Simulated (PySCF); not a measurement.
## Working out the excitation energy of Sn

Sn [Kr] 4d10 5s2 5p2 (3P) → Sn [Kr] 4d10 5s1 5p2 5d1 (high-spin determinant). Computed with PySCF 2.14 in aug-cc-pVDZ-PP with ECP28MDF (5s4p3d, 32 functions), with scalar relativity through the core potential. Frozen: 4s2 4p6 4d10. Energies in hartree (1 hartree = 27.21139 eV):

```tsv
part	Sn (lower)	Sn (upper)
UHF	-213.335453	-212.960679
MP2 opposite-spin	-0.028959	0.000000
MP2 same-spin	-0.006346	-0.009651
```

**Question.** What does Hartree-Fock give?

**Answer.** (-212.960679) − (-213.335453) = 0.374774 hartree = 10.198 eV.

**Question.** What do MP2 and SCS-MP2 (6/5 opposite-spin, 1/3 same-spin) give?

**Answer.** The opposite-spin parts differ by 0.788 eV and the same-spin parts by -0.090 eV. MP2: 10.198 + (0.788) + (-0.090) = 10.896 eV. SCS-MP2: 10.198 + 1.2 × (0.788) + (-0.090)/3 = 11.114 eV.

One determinant mixes LS terms, so it does not stand for a single term.

The upper state lies above the first ionisation limit, but in LS coupling its spin forbids autoionisation to the ground ion; at this Z spin-orbit coupling breaks that rule.

A double-zeta basis recovers only part of the correlation energy.
